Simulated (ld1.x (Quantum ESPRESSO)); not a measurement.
Before and after: TM semilocal potential for Re

ld1.x (Quantum ESPRESSO) 7.5 input, shortened:

```
&input
   title='Re', zed=75., rel=1, dft='WC', iswitch=3,
   config='[Xe] 4f14 5d6 6s1 6p0'
 /
 &inputp
   pseudotype=1, tm=.true., lloc=2,
   nlcc=.true., rcore=1.30
 /
3
6S  1  0   1.00   0.00  2.70  2.70  0.0
6P  2  1   0.00   0.00  3.00  3.00  0.0
5D  3  2   6.00   0.00  1.45  1.45  0.0
 &test
   configts(1)='5d6 6s1 6p0'
 /
```

Change: wave 6p (bound): rc 3.00 bohr becomes 6p (bound): rc 2.56 bohr.

Cutoffs: the cutoffs (Ry, on a coarse ladder) from which the occupation-weighted sum of valence levels, in a spherical-Bessel basis at the reference potential, stays within 10 and 1 mRy of its value at 400 Ry; they do not see the model core or the augmentation charge, which bear on the density cutoff. Errors are all-electron minus pseudo energies relative to the spin-unpolarised reference configuration.

Problem. Predict the effect on cutoff, ghosts and configuration errors.

Solution. The potential gets neither clearly harder nor softer (35 Ry and 60 Ry → 35 Ry and 60 Ry); of the 7 tests that both files solve, the error grows in 0 and shrinks in 3 by more than 15 % and 0.3 meV (median size 40.3 → 35.2 meV); neither file shows a bound ghost. Less of the atom is replaced, so other configurations are described better. A semilocal file is local in each channel, so a ghost entry of none says nothing of the separable form that plane-wave codes build from it.

```tsv
quantity	base	changed
cutoff, loose	35 Ry	35 Ry
cutoff, tight	60 Ry	60 Ry
bound ghosts	none	none
error for 5d5 6s2 6p0, meV [ΔE -0.97 eV]	-40	-40
error for 5d5 6s1 6p0, meV [ΔE 8.34 eV]	-19	-19
error for 5d5 6s0 6p0, meV [ΔE 24.69 eV]	-35	-35
error for 5d4 6s2 6p0, meV [ΔE 9.04 eV]	-161	-161
error for 5d5 6s0 6p1, meV [ΔE 14.26 eV]	-34	-3.5
error for 5d4 6s2 6p1, meV [ΔE 4.15 eV]	-221	-181
error for 5d5 6s0 6p2, meV [ΔE 9.07 eV]	-58	-22
```
